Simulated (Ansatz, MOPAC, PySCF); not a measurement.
Dimer: CH3Cl (SMILES CCl) (first 5 atoms) with CH2O (SMILES C=O); geometry from B3LYP-D3(BJ)/def2-TZVP, rigid monomers moved along the line of their centres of mass till H5···O7 is 3.30 Å.
(charge 0, multiplicity 1):
```xyz
9

C     -0.648    -0.936    -0.177
Cl     0.285     0.602    -0.157
H     -1.611    -0.736    -0.638
H     -0.086    -1.660    -0.757
H     -0.769    -1.267     0.850
C      0.402     0.224     3.952
O     -0.210    -0.804     4.067
H     -0.099     1.210     3.967
H      1.501     0.242     3.834
```

Counterpoise-corrected where a basis set is named; no monomer relaxation. Rows marked so take none.

Rows in 3-21G carry no dispersion term and start afresh at each structure. The state that PM6 reach isn't checked.

The values were computed with Ansatz (Gaussian basis) for Hartree–Fock, density functionals and correlated methods; MOPAC for PM6 (differences of heats of formation); PySCF for 3-21G rows, the dispersion terms. Each number belongs to the level named beside it.

**Question.** Give the interaction energy at the level PM6.

**Answer.** -1.3 kcal/mol

Ansatz is a quantum-chemistry and plane-wave program.
